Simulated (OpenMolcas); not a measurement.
# Cr3+: ligand-field states by method

Cr3+ with 6 ligands (sulfide) in trigonal prismatic coordination (D3h) at 2.4 Å. A charge of +1.5 e stands 2.8 Å behind each ligand. Ligand basis ANO-RCC-VDZP.

```
Program             : OpenMolcas
Basis               : ANO-RCC-VDZP [5s4p2d1f]
Scalar Hamiltonian  : DKH2, point nucleus
Active space        : 3 electrons in 5 orbitals (3d)
State averaging     : 2S+1 = 4 even, 10 roots; 2S+1 = 2 even, 40 roots
Spin-orbit coupling : state interaction with AMFI integrals over the reference wave functions
```

I. CASSCF
II. SS-CASPT2, IPEA 0.25 Eh, imaginary shift 0.1 Eh (closed shells correlated: 3s 3p and the ligand valence shells)

Spin-free states (labels of D3, the rotations of D3h) in cm-1, each column counted from its own energy of the first state listed:

```tsv
State	Degeneracy	I	II
4A2	1	0	0
4A2	1	3875	3880
4A1	1	3906	3910
4E	2	4346	4780
4E	2	10383	13980
2E	2	16216	9810
2E	2	16480	9970
2A1	1	18377	10560
4E	2	19058	16020
2A2	1	19318	13170
2E	2	19386	13020
2A1	1	19391	13190
2A2	1	21550	13780
4A2	1	22580	21450
2A1	1	23274	16960
2A2	1	23291	16970
2E	2	23675	16470
2E	2	24494	19470
2E	2	25355	17890
2E	2	26334	21410
```

From I to II, I's first state of the same spin (4A2) moves from 3875 to 3880 cm-1, by about +8 cm-1.

From I to II, I's first state of another spin (2E) moves from 16216 to 9810 cm-1, by about -6400 cm-1.

χT at 300 K: I 1.74, II 1.75 cm3 K/mol.

Roots that are degenerate in the reference are averaged as groups; the widest CASPT2 spread within a group is 100 cm-1 (the 2-fold group of multiplicity 2 near 9810 cm-1 above the lowest state of its run, II). Shifts and gaps below about the spread of the groups concerned are not significant. Over all roots computed the reference weight is 0.58 to 0.61 in II; a low but even weight reflects the number of correlated electrons. The sulfide ions are held by bare point charges, a crude embedding. Ligand-to-metal charge-transfer states are missing. With no ligand orbital active B as a rule stays too high, so bands that hang on it stand too high and its fall with covalency is understated. Without dynamic correlation the repulsion within the d shell is too large (B by tens of per cent), so at a given field states of lower spin stand too high (holds for I). With metal d orbitals alone and no dynamic correlation the field as a rule comes out too small, by tens of per cent, by up to half for chloride and softer ligands (holds for I). No measured value stands beside these numbers; the geometry is a model, was not optimised and need not be the one that this ion takes.
